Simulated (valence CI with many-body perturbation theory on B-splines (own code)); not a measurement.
Pb⁵⁹⁺: calculated level list

Computed by valence CI with perturbative core correlation (CI+MBPT): five valence electrons over a frozen Dirac-Fock core [Ar], radial functions for each j: 7 s, 7 p, 8 d, 6 f, 4 g, 1 h, with the one-electron correlation potential Σ1, the two-electron term Σ2, the three-electron term Σ3, Breit, model QED; selected CI, second order for the rest, scaled by the run's own slope (own B-spline code, finite nucleus).

The last digits are not significant, and no measured levels were compared; by estimate large intervals hold to a few tenths of a per cent, small ones and those within an open d or f shell to about a per cent. Among the levels kept, up to 490 cm⁻¹ of a level comes from second order outside the variational space, and about a tenth of that is noise between levels of different J, which matters for small intervals. The list stops below the first excitations out of the core. Only levels of the ground parity were solved; by the run's estimate the other parity begins above the list, which can be wrong where configurations are misplaced.

Levels 1 to 26 of 26, with energies above the lowest level, (3d3/2^4 3d5/2) J=5/2. "Leading %" is the weight of the configuration and term that name the level; weights of strongly mixed levels are sums over their largest components and can fall short, so below about 35 % the name and the second component can differ from the true leading terms, or belong to a minority configuration. In the jj column 3d3/2^4 stands for four electrons in 3d with j = 3/2. Lifetimes count E1, E2, E3, M1 and M2 decay at the calculated energies, and are blank where another channel may lead or the interval is too uncertain; long ones can be off by a factor of two.

| No. | Configuration | Term | J | E (cm⁻¹) | Leading % | g | Second component | Lifetime | Leading jj |
| --- | --- | --- | --- | --- | --- | --- | --- | --- | --- |
| 1 | 3d5 | 2D | 5/2 | 0 | 27 | 1.243 | 23 % 3d5 4P |  | 3d3/2^4 3d5/2 (99 %) |
| 2 | 3d5 | 6S | 5/2 | 818520 | 32 | 1.319 | 22 % 3d5 2F | 59.6 ns | 3d3/2^3 3d5/2^2 (98 %) |
| 3 | 3d5 | 4G | 7/2 | 920800 | 31 | 1.157 | 26 % 3d5 2F | 135 ns | 3d3/2^3 3d5/2^2 (100 %) |
| 4 | 3d5 | 2H | 11/2 | 928630 | 46 | 1.089 | 30 % 3d5 4G |  | 3d3/2^3 3d5/2^2 (100 %) |
| 5 | 3d5 | 4D | 3/2 | 941650 | 37 | 1.123 | 27 % 3d5 4P | 61.2 ns | 3d3/2^3 3d5/2^2 (99 %) |
| 6 | 3d5 | 2G | 9/2 | 984970 | 35 | 1.124 | 23 % 3d5 4G | 198 μs | 3d3/2^3 3d5/2^2 (99 %) |
| 7 | 3d5 | 2D | 5/2 | 1023700 | 38 | 1.121 | 23 % 3d5 4D | 4.90 μs | 3d3/2^3 3d5/2^2 (98 %) |
| 8 | 3d5 | 2F | 7/2 | 1062100 | 39 | 1.061 | 36 % 3d5 2G | 1.99 μs | 3d3/2^3 3d5/2^2 (99 %) |
| 9 | 3d5 | 4P | 1/2 | 1067400 | 36 | 1.743 | 35 % 3d5 2S | 23.8 μs | 3d3/2^3 3d5/2^2 (96 %) |
| 10 | 3d5 | 2D | 3/2 | 1234800 | 65 | 0.801 | 17 % 3d5 4F | 959 ns | 3d3/2^3 3d5/2^2 (96 %) |
| 11 | 3d5 | 6S | 5/2 | 1728400 | 38 | 1.322 | 26 % 3d5 4G | 30.8 ns | 3d3/2^2 3d5/2^3 (97 %) |
| 12 | 3d5 | 4G | 11/2 | 1809400 | 51 | 1.087 | 49 % 3d5 2I | 80.3 ns | 3d3/2^2 3d5/2^3 (100 %) |
| 13 | 3d5 | 4D | 7/2 | 1810200 | 52 | 1.205 | 42 % 3d5 4G | 53.9 ns | 3d3/2^2 3d5/2^3 (100 %) |
| 14 | 3d5 | 4G | 9/2 | 1829300 | 65 | 1.137 | 34 % 3d5 2G | 80.5 ns | 3d3/2^2 3d5/2^3 (99 %) |
| 15 | 3d5 | 2I | 13/2 | 1852500 | 100 | 1.062 |  | 423 ns | 3d3/2^2 3d5/2^3 (100 %) |
| 16 | 3d5 | 4D | 1/2 | 1882300 | 79 | 0.416 | 18 % 3d5 2S | 42.9 ns | 3d3/2^2 3d5/2^3 (99 %) |
| 17 | 3d5 | 4P | 3/2 | 1892200 | 54 | 1.154 | 36 % 3d5 4F | 32.9 ns | 3d3/2^2 3d5/2^3 (99 %) |
| 18 | 3d5 | 2F | 5/2 | 1899200 | 42 | 1.019 | 34 % 3d5 4D | 58.3 ns | 3d3/2^2 3d5/2^3 (99 %) |
| 19 | 3d5 | 2H | 9/2 | 1946000 | 53 | 1.092 | 47 % 3d5 4F | 52.3 ns | 3d3/2^2 3d5/2^3 (100 %) |
| 20 | 3d5 | 2G | 7/2 | 1968000 | 61 | 0.976 | 36 % 3d5 2F | 164 ns | 3d3/2^2 3d5/2^3 (100 %) |
| 21 | 3d5 | 2D | 3/2 | 1990600 | 82 | 0.856 | 16 % 3d5 4D | 126 ns | 3d3/2^2 3d5/2^3 (96 %) |
| 22 | 3d5 | 4F | 5/2 | 1992500 | 66 | 1.045 | 26 % 3d5 2D | 47.4 ns | 3d3/2^2 3d5/2^3 (99 %) |
| 23 | 3d5 | 2G | 7/2 | 2050700 | 49 | 1.023 | 32 % 3d5 2F | 97.7 ns | 3d3/2^2 3d5/2^3 (98 %) |
| 24 | 3d5 | 4P | 1/2 | 2053100 | 48 | 1.738 | 43 % 3d5 2P | 66.9 ns | 3d3/2^2 3d5/2^3 (93 %) |
| 25 | 3d5 | 2G | 9/2 | 2132700 | 81 | 1.101 | 10 % 3d5 4F | 175 ns | 3d3/2^2 3d5/2^3 (99 %) |
| 26 | 3d5 | 2P | 3/2 | 2276400 | 74 | 1.173 | 23 % 3d5 2D | 172 ns | 3d3/2^2 3d5/2^3 (99 %) |

The ionisation energy to 3d4 3P_0 of the next ion comes out as 6162.7 eV (NIST: 6162 ± 7 eV (theoretical)). All 26 levels together are meant to be complete up to 2312000 cm⁻¹.
